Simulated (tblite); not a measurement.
Compound: p-toluenethiol, C7H8S.
Numbering: `[CH3:1][c:2]1[cH:3][cH:4][c:5]([SH:6])[cH:7][cH:8]1` (hydrogens: H9, H10, H11 on C1; H12 on C3; H13 on C4; H14 on S6; H15 on C7; H16 on C8)

Computed with GFN2-xTB (tblite), gas phase: Langevin dynamics at 400 K from the optimised GFN2-xTB geometry, time step 0.5 fs, friction 0.01 fs⁻¹, 2000 steps. Over the second half of the run the saved frames average 356 K.

The optimised geometry, where the run starts:
```
atom  x, y, z in Å
C1     -2.493   -0.034    0.301
C2     -1.012   -0.013    0.075
C3     -0.139    0.325    1.100
C4      1.230    0.327    0.904
C5      1.747   -0.014   -0.337
S6      3.489   -0.026   -0.652
C7      0.887   -0.356   -1.372
C8     -0.477   -0.354   -1.162
H9     -2.811   -1.031    0.608
H10    -2.777    0.665    1.085
H11    -3.027    0.223   -0.611
H12    -0.530    0.594    2.071
H13     1.890    0.595    1.717
H14     3.858    0.349    0.572
H15     1.295   -0.620   -2.336
H16    -1.138   -0.621   -1.975
```

t = 175 fs, T = 329 K, E(pot) 0.542 eV above the start
```
atom  x, y, z in Å  |  force x, y, z in eV/Å
C1     -2.797    0.289    0.239    0.101   1.362  -0.276
C2     -1.311    0.019    0.150   -0.032   0.480  -0.048
C3     -0.469   -0.034    1.256    0.268  -0.452  -0.341
C4      0.927   -0.203    1.134   -2.409   0.809  -1.603
C5      1.439   -0.228   -0.159    0.156  -0.338   1.815
S6      3.157   -0.332   -0.472    0.431   0.057  -0.353
C7      0.594   -0.262   -1.221    0.979  -0.125  -2.204
C8     -0.742   -0.089   -1.140   -1.204   0.065   1.648
H9     -3.385   -0.470    0.697   -0.113  -0.789   0.356
H10    -3.174    1.253    0.686    1.103  -0.746   0.077
H11    -3.082    0.403   -0.787   -0.628  -0.231  -0.625
H12    -0.946   -0.005    2.223    0.238   0.124   0.160
H13     1.492   -0.048    1.978    1.320  -0.150   1.567
H14     3.410   -0.853    0.699    0.341  -0.146   0.484
H15     1.119   -0.389   -2.168   -0.470   0.120  -0.158
H16    -1.388   -0.053   -1.986   -0.081  -0.039  -0.500
```

t = 225 fs, T = 279 K, E(pot) 0.783 eV above the start
```
atom  x, y, z in Å  |  force x, y, z in eV/Å
C1     -2.842    0.225    0.332    0.190  -0.561  -1.700
C2     -1.304   -0.027    0.107   -3.835   0.414   0.179
C3     -0.516   -0.126    1.208    0.725   0.110   1.419
C4      0.867   -0.237    1.108   -0.984  -0.889   1.513
C5      1.355   -0.267   -0.181    2.331  -0.079   0.705
S6      3.189   -0.454   -0.314   -1.030   0.651  -0.953
C7      0.577   -0.201   -1.304    0.009   0.010  -0.646
C8     -0.802   -0.175   -1.144    0.180   0.292  -2.189
H9     -3.152   -0.298    1.197   -0.270  -0.689   0.845
H10    -3.104    1.247    0.498    0.559   0.929   0.246
H11    -3.589   -0.026   -0.498    1.567  -0.264   0.663
H12    -0.957   -0.123    2.204    0.008   0.127  -0.237
H13     1.357   -0.473    2.115    0.004   0.602  -1.942
H14     3.176   -1.206    0.727    0.300  -0.611   0.893
H15     1.085   -0.157   -2.272   -0.425  -0.249   0.317
H16    -1.470   -0.225   -2.039    0.671   0.205   0.885
```

t = 250 fs, T = 280 K, E(pot) 0.495 eV above the start
```
atom  x, y, z in Å  |  force x, y, z in eV/Å
C1     -2.845    0.159    0.387   -0.660  -0.871  -1.959
C2     -1.369   -0.035    0.096   -2.815   0.401   0.383
C3     -0.590   -0.042    1.205   -0.536  -0.077   1.367
C4      0.726   -0.289    1.078    1.197   1.026   1.574
C5      1.312   -0.309   -0.150    0.308  -0.466  -0.450
S6      3.049   -0.488   -0.260    0.973  -0.284  -0.123
C7      0.540   -0.205   -1.287   -0.324  -0.288  -0.178
C8     -0.841   -0.089   -1.160    1.057  -0.053  -0.339
H9     -3.072   -0.104    1.406   -0.147  -0.034   0.083
H10    -3.124    1.177    0.176   -0.041   0.566   0.214
H11    -3.517   -0.430   -0.333    0.985   0.417   1.027
H12    -0.987    0.141    2.204   -0.095  -0.232  -0.368
H13     1.278   -0.142    1.991    0.649  -0.541   0.016
H14     3.283   -1.209    0.864   -0.290   0.333  -0.305
H15     1.043   -0.284   -2.229   -0.074   0.161  -0.402
H16    -1.484    0.000   -2.002   -0.186  -0.058  -0.539
```

t = 275 fs, T = 311 K, E(pot) 0.463 eV above the start
```
atom  x, y, z in Å  |  force x, y, z in eV/Å
C1     -2.960    0.137    0.326   -0.122   1.144   0.077
C2     -1.464   -0.072    0.175   -0.433   0.541   0.980
C3     -0.600   -0.080    1.294   -3.368  -0.012  -0.319
C4      0.722   -0.129    1.147    0.859  -0.724  -0.615
C5      1.264   -0.380   -0.092    0.173   0.576  -1.104
S6      3.008   -0.554   -0.299    0.437  -0.034   1.315
C7      0.460   -0.293   -1.234    0.579  -0.240  -0.278
C8     -0.907   -0.059   -1.090    0.539  -0.218  -0.319
H9     -3.427   -0.024    1.325    0.857   0.095  -0.605
H10    -3.174    1.198    0.014    0.141  -0.758   0.477
H11    -3.510   -0.457   -0.379   -0.117  -0.481  -0.310
H12    -1.043   -0.057    2.285    0.038   0.149  -0.155
H13     1.280   -0.138    2.019    1.374   0.069   1.333
H14     3.341   -0.474    1.081   -0.354  -0.095  -1.417
H15     0.978   -0.449   -2.210   -0.777   0.315   0.775
H16    -1.530    0.146   -1.958    0.175  -0.329   0.164
```

t = 500 fs, T = 408 K, E(pot) 0.677 eV above the start
```
atom  x, y, z in Å  |  force x, y, z in eV/Å
C1     -3.392    0.297    0.823    1.773   0.838   1.657
C2     -1.909    0.044    0.535   -1.822  -0.375  -0.218
C3     -1.021    0.180    1.579    2.502  -0.232  -1.119
C4      0.328   -0.145    1.331   -0.268  -0.692  -0.449
C5      0.774   -0.727    0.081   -0.576   1.258   3.233
S6      2.443   -1.329   -0.032   -0.165   0.407   1.310
C7     -0.141   -0.743   -0.921   -1.708   0.126   0.549
C8     -1.515   -0.430   -0.693    1.775   0.308  -1.177
H9     -3.797   -0.630    1.265   -0.104   0.754  -0.232
H10    -3.363    1.165    1.567   -0.601  -1.287  -0.674
H11    -3.901    0.638   -0.038   -0.618  -0.049  -0.740
H12    -1.313    0.689    2.465   -0.027  -0.060   0.581
H13     1.066   -0.047    2.119   -0.141   0.093   0.034
H14     2.700   -1.145    1.358   -0.167  -0.217  -1.511
H15     0.267   -1.070   -1.815   -0.076  -0.524  -1.889
H16    -2.168   -0.366   -1.575    0.223  -0.349   0.644
```

t = 700 fs, T = 385 K, E(pot) 0.423 eV above the start
```
atom  x, y, z in Å  |  force x, y, z in eV/Å
C1     -2.961    0.346    1.214    1.574  -2.071   2.340
C2     -1.521    0.047    0.809   -1.079   0.982   0.576
C3     -0.472    0.280    1.688   -0.253  -0.217   0.905
C4      0.822   -0.121    1.357   -0.389   0.619   1.986
C5      1.017   -0.602    0.109    0.980  -0.803  -1.049
S6      2.684   -1.059   -0.322    0.197   0.362   0.757
C7     -0.015   -0.794   -0.801    1.228   0.090  -0.987
C8     -1.286   -0.453   -0.459   -0.947  -0.218  -0.680
H9     -3.462   -0.633    1.260    0.032   0.132   0.180
H10    -3.034    0.800    2.219    0.243  -0.241  -0.432
H11    -3.519    0.904    0.578   -1.139   1.777  -2.115
H12    -0.703    0.680    2.701    0.292  -0.311  -0.894
H13     1.655   -0.106    2.105   -0.906   0.284  -0.717
H14     3.160   -0.577    0.887   -0.052  -0.447  -0.982
H15     0.288   -1.108   -1.806   -0.422  -0.070   0.400
H16    -2.113   -0.599   -1.188    0.642   0.134   0.712
```

t = 725 fs, T = 344 K, E(pot) 0.436 eV above the start
```
atom  x, y, z in Å  |  force x, y, z in eV/Å
C1     -2.966    0.338    1.271   -1.299   1.023   0.290
C2     -1.521    0.050    1.005   -0.515   0.430   0.079
C3     -0.493    0.235    1.891    0.316   0.691   0.246
C4      0.818    0.038    1.487    0.446  -0.742   0.239
C5      1.102   -0.531    0.266    0.657  -0.041  -0.838
S6      2.700   -1.136   -0.311    0.176   0.579   1.099
C7      0.091   -0.670   -0.680    1.077  -0.580   0.732
C8     -1.154   -0.396   -0.243   -2.589  -0.429  -1.959
H9     -3.577   -0.542    1.149   -0.039  -0.537  -0.342
H10    -3.271    0.695    2.278    0.956  -0.112  -0.303
H11    -3.423    1.113    0.586    0.868  -0.768   0.369
H12    -0.716    0.633    2.860    0.139   0.067   0.415
H13     1.647    0.163    2.152    0.111   0.201   0.490
H14     3.479   -0.829    0.792   -0.623  -0.149  -0.662
H15     0.313   -1.133   -1.621   -0.106   0.105  -0.297
H16    -1.974   -0.587   -0.969    0.424   0.260   0.442
```

t = 975 fs
```
atom  x, y, z in Å
C1     -2.240    1.752    1.951
C2     -1.058    0.982    1.424
C3     -0.216    0.254    2.252
C4      0.732   -0.604    1.753
C5      1.010   -0.498    0.378
S6      2.415   -1.369   -0.178
C7      0.202    0.183   -0.460
C8     -0.873    0.885    0.045
H9     -2.776    2.124    1.069
H10    -2.881    1.108    2.566
H11    -1.957    2.660    2.521
H12    -0.353    0.311    3.281
H13     1.437   -1.152    2.385
H14     2.837   -1.918    0.978
H15     0.451    0.103   -1.484
H16    -1.421    1.611   -0.582
```

Problem. Estimate the potential energy and the forces of this last frame.

Solution. 0.412 eV above the start.

| atom | Fx (eV/Å) | Fy (eV/Å) | Fz (eV/Å) |
| --- | --- | --- | --- |
| C1 | 0.232 | 0.577 | -0.250 |
| C2 | -0.359 | -0.126 | -0.391 |
| C3 | -0.283 | -0.472 | -0.640 |
| C4 | 0.823 | 0.927 | -0.477 |
| C5 | 0.587 | -1.617 | 2.252 |
| S6 | 0.728 | -0.475 | -0.704 |
| C7 | -0.628 | 0.429 | -0.453 |
| C8 | 0.001 | 1.391 | 0.084 |
| H9 | -0.239 | -0.182 | 0.385 |
| H10 | 0.184 | 0.312 | -0.197 |
| H11 | 0.017 | -0.676 | -0.069 |
| H12 | -0.279 | 0.042 | 1.566 |
| H13 | -0.522 | 0.177 | -0.066 |
| H14 | -0.274 | 0.246 | -0.178 |
| H15 | -0.100 | 0.358 | -0.980 |
| H16 | 0.113 | -0.911 | 0.118 |

The bond farthest from its length at the start is C3–H12 (1.041 against 1.081 Å), and half the difference of its two atoms' forces along it is +1.11 eV/Å (positive lengthens). The largest atomic force is 2.83 eV/Å.

What follows is the cost of the whole dynamics run. Time: 20 s wall; peak memory 0.18 GiB. Hardware: an Arm Neoverse N1 with one thread, on a shared host.
